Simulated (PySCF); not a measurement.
Gas-phase reaction: TaCl3NH + 5 NO = TaOCl3 + 3 N2O + OH

Energies from PySCF (xtb for GFN2), thermal terms from the rigid-rotor harmonic-oscillator model, ideal gas at 1 bar. † marks an energy on the PBE0/def2-TZVP geometry and frequencies; other levels use their own. MP2 freezes the core. Open shells (unrestricted): NO (multiplicity 2), OH (multiplicity 2); the rest are closed-shell singlets. GFN2 has no spin-polarisation term. Spin-orbit splitting is ignored; it lowers the true energy and changes the entropy of NO, OH. B3LYP is the form with VWN-RPA correlation. Ta: scalar-relativistic def2 core potential, no spin-orbit coupling. TaCl3NH: computed as isolated molecules; such fragments, hydroxides, amides, oligomers or adducts are transient or little studied in the gas. MP2 isn't extrapolated to the basis-set limit.

```
level               ΔH°(298 K), kJ
------------------  --------------
B3LYP/def2-TZVP†                 ?
BLYP/def2-TZVP†                  ?
GFN2-xTB                     -1228
M06-2X/def2-TZVP†             -430
MP2/def2-SVP†                 -545
PBE/def2-TZVP†                -552
PBE0/def2-QZVP†               -485
PBE0/def2-SVP†                   ?
ωB97M-V/def2-TZVP†               ?
ωB97X-V/def2-TZVP†            -394
```

**Question.** Complete the blanks.

**Answer.** 
- B3LYP/def2-TZVP†, ΔH°(298 K), kJ: -450
- BLYP/def2-TZVP†, ΔH°(298 K), kJ: -492
- PBE0/def2-SVP†, ΔH°(298 K), kJ: -466
- ωB97M-V/def2-TZVP†, ΔH°(298 K), kJ: -410
